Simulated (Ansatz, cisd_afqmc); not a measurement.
System: SnH₃S, charge 0, doublet. SnH3S (SMILES [S][SnH3], doublet).
B3LYP-D3(BJ)/def2-TZVP minimum from Ansatz (a first-principles code):
```xyz
5

Sn    -0.5110    -0.1664    -0.0202
S      1.7862     0.5841     0.0657
H     -0.7265    -1.2007    -1.3643
H     -1.5523     1.1854    -0.1255
H     -0.7489    -1.0107     1.4475
```
Charge 0, spin multiplicity 2.

Atomisation energy term by term, kcal/mol (programs: Ansatz, cisd_afqmc). UHF or UKS for unpaired electrons; spin-orbit terms are left out. Correlated methods leave the cores frozen (noble-gas shells, and filled d and f shells in the p block). Past Kr the def2 sets carry scalar-relativistic core potentials. AFQMC/CISD: phaseless, guided by CISD from CCSD amplitudes; bars are statistical, one sigma. Outlying blocks are dropped, and bars are widened where a walk drifts. Over all cases where full CI ran beside it in this data, AFQMC minus full CI had a median of +0.1 mEh and passed +0.4 mEh in a tenth of the cases. CBS(X,Y): correlation extrapolated as X^-3, Hartree-Fock from the larger set. A bracket is a step between two methods taken in the basis named. For partners of very few electrons the exact lower level stands in for a higher one. Spin-orbit terms, left out, reach several kcal/mol for Br and I, and more for heavier atoms.

```json
[
 {"term": "Hartree-Fock", "basis": "def2-QZVPP", "kcal/mol": "176.12"},
 {"term": "CCSD correlation", "basis": "CBS(def2-TZVPP,def2-QZVPP)", "kcal/mol": "71.23"},
 {"term": "(T)", "basis": "CBS(def2-TZVPP,def2-QZVPP)", "kcal/mol": "3.33"},
 {"term": "CCSDT(Q) - CCSD(T)", "basis": "def2-TZVPP", "kcal/mol": "0.32"},
 {"term": "sum: De", "basis": "", "kcal/mol": "251.0"}
]
```

The step beyond CCSD(T) by other levels: AFQMC/CISD in def2-SVP 0.15 ± 0.10; CCSDT(Q) in def2-SVP 0.48 kcal/mol.
